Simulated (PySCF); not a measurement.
Isomers of H5NSi2. Gas-phase values, no solvent. Strings in code marks are SMILES.

The HOMO–LUMO gap from two functionals at the same geometries (CAM-B3LYP-D3(BJ)/def2-TZVP), both in PySCF: PBE-D3(BJ)/def2-TZVP and TPSSh-D3(BJ)/def2-TZVP. 

```tsv
species	TPSSh-D3(BJ)/def2-TZVP (eV)
`N[SiH]=[SiH2]`	3.21
`[H]/N=[SiH]\[SiH3]`	4.19
`[SiH2]=N[SiH3]`	4.14
```

What does PBE-D3(BJ)/def2-TZVP give for each?


- `N[SiH]=[SiH2]`: 2.50
- `[H]/N=[SiH]\[SiH3]`: 3.16
- `[SiH2]=N[SiH3]`: 3.06
Over these rows, drawn at random from the members with no instability flagged (it was tested for open shells, ions and some series alone), PBE minus TPSSh-D3(BJ): mean -0.95 eV, from -1.09 eV to -0.72 eV.
